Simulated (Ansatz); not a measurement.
One change: `N[SiH2][Si](N)(O)O` becomes `N[SiH](O)[Si](N)(O)O`.

Ansatz, PBE0-D4/def2-TZVP geometries, multiplicity 1. Each molecule was computed in one conformer, which needn't be the lowest.

| property | `N[SiH2][Si](N)(O)O` |
| --- | --- |
| HOMO energy (PBE0/def2-TZVPP) / eV | -6.98 |
| HOMO–LUMO gap (PBE/def2-TZVPP) / eV | 5.04 |
| LUMO energy (ωB97M-V/def2-TZVPP) / eV | 1.82 |
| HOMO–LUMO gap (PBE0/def2-TZVPP) / eV | 7.22 |
| HOMO energy (B3LYP/def2-TZVPP) / eV | -6.78 |
| HOMO–LUMO gap (ωB97M-V/def2-TZVPP) / eV | 11.01 |

(1) Give the same properties after the change, and the shifts. (Best estimate.)

## Answers

(1) Computed: 
| property | `N[SiH](O)[Si](N)(O)O` | shift |
| --- | --- | --- |
| HOMO energy (PBE0/def2-TZVPP) / eV | -6.99 | -0.01 |
| HOMO–LUMO gap (PBE/def2-TZVPP) / eV | 5.15 | 0.11 |
| LUMO energy (ωB97M-V/def2-TZVPP) / eV | 1.87 | 0.05 |
| HOMO–LUMO gap (PBE0/def2-TZVPP) / eV | 7.29 | 0.07 |
| HOMO energy (B3LYP/def2-TZVPP) / eV | -6.79 | -0.01 |
| HOMO–LUMO gap (ωB97M-V/def2-TZVPP) / eV | 11.05 | 0.04 |

B3LYP here is the variant with VWN-RPA as its local correlation; programs differ in this.
